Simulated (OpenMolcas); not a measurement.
Ni3+ (d7) among equal point charges was computed by CASSCF with the d shell active (OpenMolcas, ANO-RCC-VDZP on the metal). Its lowest spin-free states, and all those of the highest spin:

```
2S+1  Degeneracy  E (cm-1)
   4           1       0.0
   4           2     991.7
   4           1      2368
   4           2      4648
   4           1      5640
   2           1     21211
   2           1     22130
   4           2     22131
   2           2     22588
   2           1     23442
   2           1     24283
   2           2     24308
   4           1     30112
```

Problem. Is the site octahedral, tetrahedral or cube-like, axial, or of lower symmetry?

Solution. The states with 2S+1 = 4 have orbital degeneracies 1, 2, 1, 2, 1, 2, 1. There are pairs but no triples, so the site is axial: not cubic, but with a proper or improper axis of order three or more. The run had Ni3+ among 5 point charges of -1.5 e arranged as a square pyramid (C4v), 1.86 Å from the ion, with the axial distance 2.102 Å.

Without dynamic correlation the repulsion within the d shell is too large (B by tens of per cent), so at a given field states of lower spin stand too high. Point charges give a weaker field than real ligands, and real ions of this kind are often low spin; the high spin found here belongs to the model. Point charges carry no covalency, so the field is a model and not that of real ligands. An unlabelled pair can be two single states that coincide in this model. No measured value stands beside these numbers.
